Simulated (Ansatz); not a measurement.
Ansatz (a program for electronic structure) input for ethenyl silylformate (C₃H₆O₂Si), SMILES C=COC(=O)[SiH3], PBE-D3(BJ)/def2-SVP. 

Ansatz 0.2 input:
```yaml
crystal:
  periodic: [false, false, false]
  atoms:
    - {symbol: C, position_ang: [-2.66625207, 0.39471579, -0.10879061]}
    - {symbol: C, position_ang: [-1.61000488, 1.18812506, -0.28281691]}
    - {symbol: O, position_ang: [-0.27164864, 0.88521653, -0.20338985]}
    - {symbol: C, position_ang: [0.22307046, -0.34155370, 0.08080140]}
    - {symbol: O, position_ang: [-0.44184987, -1.31662714, 0.29900140]}
    - {symbol: Si, position_ang: [2.15081781, -0.37140577, 0.09882090]}
    - {symbol: H, position_ang: [-3.65342595, 0.84778150, -0.22006029]}
    - {symbol: H, position_ang: [-2.58769766, -0.66211122, 0.13410487]}
    - {symbol: H, position_ang: [-1.71012054, 2.24848235, -0.52660211]}
    - {symbol: H, position_ang: [2.56171669, -0.84547301, 1.45035468]}
    - {symbol: H, position_ang: [2.57557724, -1.35662873, -0.93535070]}
    - {symbol: H, position_ang: [2.72960803, 0.97119191, -0.18599453]}
basis:
  gaussian:
    orbitals: def2-SVP
hamiltonian:
  xc: pbe
  dispersion: d3bj
relax: {f_tol: 0.002, max_steps: 200}
```

It prints:

```
WARN ansatz: RAYON_NUM_THREADS=1 ignored (pool sized by the plan → 1); use --threads N
Functional definition: PBE
integrals: 0.06 GiB planned
1304 factors; their error is unknown
mean field: 0.34 GiB planned
mean field evaluation 1: about -15150.6410 eV, gradient 6.1e1 eV
mean field evaluation 2: about -15125.5255 eV, gradient 1.2e2 eV
mean field evaluation 4: about -15158.7664 eV, gradient 1.1e1 eV
mean field evaluation 8: about -15159.0165 eV, gradient 2.1e-1 eV
mean field evaluation 16: about -15158.9408 eV, gradient 2.1e-3 eV
mean field -15158.94075460 eV, -557.0807976323 hartree, gradient 2.6e-5 eV, S^2 0.000000; 0 other end points of the search recorded, 0 dependent functions left out
the calculation of the forces begins
reference -15158.94079336 eV, -557.0807990567 hartree; 27, 27 occupied and 91, 91 virtual orbitals, 1304 factors
relax step   1: F+E_penalty+E_count = -15159.19239959 eV  Δ(F+E_penalty+E_count) = +0.000e0 eV  max|allowed force component| = 1.124e0 eV/Å  Δτ_max = 0.0000 Å  (31 SCF iters, accepted)
these checks for a lower state are left out or cut short: starts, cluster_reference, orbital_swaps, neighbouring_geometries, increment
integrals: 0.06 GiB planned
1304 factors; their error is unknown
mean field: 0.34 GiB planned
mean field -15158.97270259 eV, -557.0819716994 hartree, gradient 2.6e-5 eV, S^2 0.000000; 0 other end points of the search recorded, 0 dependent functions left out
the calculation of the forces begins
reference -15158.97274150 eV, -557.0819731292 hartree; 27, 27 occupied and 91, 91 virtual orbitals, 1304 factors
relax step   2: F+E_penalty+E_count = -15159.22282629 eV  Δ(F+E_penalty+E_count) = -3.043e-2 eV  max|allowed force component| = 3.044e-1 eV/Å  Δτ_max = 0.0298 Å  (34 SCF iters, accepted)
these checks for a lower state are left out or cut short: starts, cluster_reference, orbital_swaps, neighbouring_geometries, increment
integrals: 0.06 GiB planned
1304 factors; their error is unknown
mean field: 0.34 GiB planned
mean field evaluation 32: about -15158.9761 eV, gradient 1.3e-3 eV
mean field -15158.97611013 eV, -557.0820969242 hartree, gradient 2.7e-5 eV, S^2 0.000000; 0 other end points of the search recorded, 0 dependent functions left out
the calculation of the forces begins
reference -15158.97614908 eV, -557.0820983556 hartree; 27, 27 occupied and 91, 91 virtual orbitals, 1304 factors
relax step   3: F+E_penalty+E_count = -15159.22585295 eV  Δ(F+E_penalty+E_count) = -3.027e-3 eV  max|allowed force component| = 1.334e-1 eV/Å  Δτ_max = 0.0086 Å  (34 SCF iters, accepted)
these checks for a lower state are left out or cut short: starts, cluster_reference, orbital_swaps, neighbouring_geometries, increment
integrals: 0.06 GiB planned
1304 factors; their error is unknown
mean field: 0.34 GiB planned
mean field -15158.97637833 eV, -557.0821067803 hartree, gradient 2.7e-5 eV, S^2 0.000000; 0 other end points of the search recorded, 0 dependent functions left out
the calculation of the forces begins
reference -15158.97641727 eV, -557.0821082114 hartree; 27, 27 occupied and 91, 91 virtual orbitals, 1304 factors
relax step   4: F+E_penalty+E_count = -15159.22612585 eV  Δ(F+E_penalty+E_count) = -2.729e-4 eV  max|allowed force component| = 4.735e-2 eV/Å  Δτ_max = 0.0030 Å  (35 SCF iters, accepted)
these checks for a lower state are left out or cut short: starts, cluster_reference, orbital_swaps, neighbouring_geometries, increment
integrals: 0.06 GiB planned
1304 factors; their error is unknown
mean field: 0.34 GiB planned
mean field -15158.97637956 eV, -557.0821068255 hartree, gradient 1.6e-5 eV, S^2 0.000000; 0 other end points of the search recorded, 0 dependent functions left out
the calculation of the forces begins
reference -15158.97641850 eV, -557.0821082565 hartree; 27, 27 occupied and 91, 91 virtual orbitals, 1304 factors
relax step   5: F+E_penalty+E_count = -15159.22616502 eV  Δ(F+E_penalty+E_count) = -3.917e-5 eV  max|allowed force component| = 4.427e-3 eV/Å  Δτ_max = 0.0016 Å  (25 SCF iters, accepted)
these checks for a lower state are left out or cut short: starts, cluster_reference, orbital_swaps, neighbouring_geometries, increment
integrals: 0.06 GiB planned
1304 factors; their error is unknown
mean field: 0.34 GiB planned
mean field -15158.97636973 eV, -557.0821064645 hartree, gradient 1.5e-5 eV, S^2 0.000000; 0 other end points of the search recorded, 0 dependent functions left out
the calculation of the forces begins
reference -15158.97640867 eV, -557.0821078954 hartree; 27, 27 occupied and 91, 91 virtual orbitals, 1304 factors
relax step   6: F+E_penalty+E_count = -15159.22616722 eV  Δ(F+E_penalty+E_count) = -2.200e-6 eV  max|allowed force component| = 6.657e-3 eV/Å  Δτ_max = 0.0019 Å  (25 SCF iters, accepted)
these checks for a lower state are left out or cut short: starts, cluster_reference, orbital_swaps, neighbouring_geometries, increment
integrals: 0.06 GiB planned
1304 factors; their error is unknown
mean field: 0.34 GiB planned
mean field -15158.97638315 eV, -557.0821069575 hartree, gradient 1.8e-5 eV, S^2 0.000000; 0 other end points of the search recorded, 0 dependent functions left out
the calculation of the forces begins
reference -15158.97642209 eV, -557.0821083884 hartree; 27, 27 occupied and 91, 91 virtual orbitals, 1304 factors
relax step   7: F+E_penalty+E_count = -15159.22617546 eV  Δ(F+E_penalty+E_count) = -8.244e-6 eV  max|allowed force component| = 3.317e-3 eV/Å  Δτ_max = 0.0010 Å  (24 SCF iters, accepted)
these checks for a lower state are left out or cut short: starts, cluster_reference, orbital_swaps, neighbouring_geometries, increment
integrals: 0.06 GiB planned
1304 factors; their error is unknown
mean field: 0.34 GiB planned
mean field -15158.97638445 eV, -557.0821070051 hartree, gradient 6.7e-5 eV, S^2 0.000000; 0 other end points of the search recorded, 0 dependent functions left out
the calculation of the forces begins
reference -15158.97642338 eV, -557.0821084360 hartree; 27, 27 occupied and 91, 91 virtual orbitals, 1304 factors
relax step   8: F+E_penalty+E_count = -15159.22617717 eV  Δ(F+E_penalty+E_count) = -1.704e-6 eV  max|allowed force component| = 1.803e-3 eV/Å  Δτ_max = 0.0008 Å  (21 SCF iters, accepted)
integrals: 0.06 GiB planned
1304 factors; their error is unknown
mean field: 0.34 GiB planned
mean field evaluation 64: about -15159.0532 eV, gradient 2.4e-1 eV
mean field -15158.97638445 eV, -557.0821070051 hartree, gradient 6.7e-5 eV, S^2 0.000000; 1 other end points of the search recorded, 0 dependent functions left out
the calculation of the forces begins
reference -15158.97642338 eV, -557.0821084360 hartree; 27, 27 occupied and 91, 91 virtual orbitals, 1304 factors
Total energy: -15159.22621610 eV, -557.0912881493 hartree
Atom 0 at    -2.684976     0.396762    -0.109427 Å, force     0.000005    -0.000412    -0.000715 eV/Å
Atom 1 at    -1.620932     1.198787    -0.284989 Å, force     0.001234     0.000960    -0.000226 eV/Å
Atom 2 at    -0.269316     0.896840    -0.205609 Å, force    -0.001032    -0.000296     0.000398 eV/Å
Atom 3 at     0.227175    -0.352627     0.083308 Å, force    -0.000331    -0.001803     0.000140 eV/Å
Atom 4 at    -0.445517    -1.338019     0.303337 Å, force     0.000116     0.001084    -0.000224 eV/Å
Atom 5 at     2.164239    -0.371168     0.098865 Å, force     0.000007     0.000324     0.000001 eV/Å
Atom 6 at    -3.680767     0.850693    -0.221115 Å, force    -0.000131     0.000221     0.000424 eV/Å
Atom 7 at    -2.602023    -0.667431     0.134763 Å, force    -0.000139    -0.000147     0.000187 eV/Å
Atom 8 at    -1.719910     2.267741    -0.530435 Å, force    -0.000406     0.000095    -0.000043 eV/Å
Atom 9 at     2.580421    -0.850946     1.458546 Å, force     0.000438     0.000057     0.000011 eV/Å
Atom 10 at     2.594340    -1.365985    -0.939333 Å, force     0.000281    -0.000040     0.000075 eV/Å
Atom 11 at     2.757058     0.977067    -0.187832 Å, force    -0.000042    -0.000043    -0.000030 eV/Å
Dipole moment:     0.057072     0.281236    -0.064091 e Å
```

Self-consistency was reached.

Cost: roughly 27 core-seconds.
